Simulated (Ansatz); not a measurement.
B2P2H8⁺, that is (H2B-mu-PH2)2 with one electron fewer. Charge 1, multiplicity 2. Geometry PBE-D4/def2-SVP, that of the neutral singlet; atoms count from 1.

```xyz
12

B    -0.3824    1.3177   -0.4461
H    -0.0309    2.3307    0.1393
H    -1.0783    1.5061   -1.4323
P    -1.1222   -0.0627    0.7766
B     0.3857   -1.3150    0.4512
H     0.0436   -2.3382   -0.1216
H     1.0826   -1.4849    1.4402
P     1.1192    0.0603   -0.7811
H    -2.4264   -0.5511    0.4597
H    -1.3312    0.3380    2.1315
H     1.3115   -0.3456   -2.1369
H     2.4288    0.5447   -0.4804
```

Question: Estimate the Mulliken populations from the PBE0/def2-TZVP orbitals of Ansatz.

Answer: 
```json
{"atom": "B1", "charge (e)": "-0.29", "spin (α − β)": "0.18"}
{"atom": "H2", "charge (e)": "0.14", "spin (α − β)": "0.08"}
{"atom": "H3", "charge (e)": "0.14", "spin (α − β)": "0.08"}
{"atom": "P4", "charge (e)": "0.19", "spin (α − β)": "0.18"}
{"atom": "B5", "charge (e)": "-0.29", "spin (α − β)": "0.18"}
{"atom": "H6", "charge (e)": "0.14", "spin (α − β)": "0.08"}
{"atom": "H7", "charge (e)": "0.14", "spin (α − β)": "0.08"}
{"atom": "P8", "charge (e)": "0.19", "spin (α − β)": "0.18"}
{"atom": "H9", "charge (e)": "0.17", "spin (α − β)": "-0.01"}
{"atom": "H10", "charge (e)": "0.17", "spin (α − β)": "-0.01"}
{"atom": "H11", "charge (e)": "0.17", "spin (α − β)": "-0.01"}
{"atom": "H12", "charge (e)": "0.17", "spin (α − β)": "-0.01"}
```
Mulliken values depend strongly on the basis.

Question: Where does the spin sit?

Answer: Summed by element: B 0.36, H 0.28, P 0.36, of 1 unpaired in all. Largest on single atoms: P8 0.18, P4 0.18, B1 0.18.

Question: And the Mayer bond orders between heavy atoms (over 0.3)?

Answer: B1–P4 0.85 (1.99 Å); B1–P8 0.85 (1.99 Å); P4–B5 0.85 (1.99 Å); B5–P8 0.85 (1.99 Å).
